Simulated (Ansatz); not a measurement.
Frontier orbitals of AlFH2OZn, SMILES `[OH][AlH][Zn][F]`.

```xyz
6

O    -0.046   -0.788   -1.558
Al   -0.094    0.484   -0.433
Zn    0.194   -0.242    1.883
F     0.402   -0.760    3.563
H    -0.143   -0.665   -2.501
H    -0.313    1.970   -0.954
```

Charge 0, multiplicity 1. For Zn the d shell is correlated and the shells below it are frozen. Scalar relativity is left out up to krypton. The geometry is a stationary point of PBE0-D4/def2-TZVP. It is one conformer, not always the lowest. Basis def2-TZVPP, the Gaussian-basis code of Ansatz.

Orbital energies of one run (eV). Highest occupied ones, from the top: -7.00, -8.18, -8.18, -8.35, -8.37, -9.14, -9.90, -12.19, -12.19, -12.24, -12.25, -12.57, -13.17, -25.88. Empty: -2.59, -1.53, -0.94, 0.24, 0.58, 2.04.

**Question.** Which functional gave them?
A. B3LYP
B. BLYP
C. LC-ωPBE
D. r2SCAN

**Answer.** D. HOMO energies: r2SCAN -7.00, BLYP -6.64, B3LYP -7.64, LC-ωPBE -10.31 eV.

B3LYP here is the variant with VWN-RPA as its local correlation; programs differ in this. LC-ωPBE has ω = 0.4 bohr⁻¹.
